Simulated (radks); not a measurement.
Values are calculated unless marked as measured or tabulated.
All-electron atom: Co in [Ar] 3d7 4s2 (the NIST ground configuration). Code: a radial shooting solver on a logarithmic mesh with Libxc functionals. Model: scalar-relativistic Kohn-Sham, PBE, spin-unpolarised, spherical densities, finite nucleus; Fermi nuclear charge, rms radius 3.7875 fm.

Unscreened Slater integrals over Kohn-Sham orbitals (hartree).

integral,value
"F0(4s,4s)",0.31318
"F0(4s,3d)",0.40077
"G2(4s,3d)",0.048571
"F0(4s,3p)",0.41080
"G1(4s,3p)",0.020474
"F0(4s,3s)",0.41220
"G0(4s,3s)",0.014561
"F0(3d,3d)",0.88287
"F2(3d,3d)",0.39704
"F4(3d,3d)",0.24498
"F0(3d,3p)",0.98081
"F2(3d,3p)",0.45449
"G1(3d,3p)",0.56257
"G3(3d,3p)",0.33890
"F0(3d,3s)",1.0025
"G2(3d,3s)",0.42471
"F0(3p,3p)",1.1086
"F2(3p,3p)",0.55343
"F0(3p,3s)",1.1355
"G1(3p,3s)",0.75164
"F0(3s,3s)",1.1649

Derived for the open shells (J is the average intra-shell exchange parameter used in DFT+U). 3d: Racah B = F2/49 - 5 F4/441 = 0.005325 hartree, C = 35 F4/441 = 0.01944 hartree, C/B = 3.65, F4/F2 = 0.617, J = (F2 + F4)/14 = 0.04586 hartree.
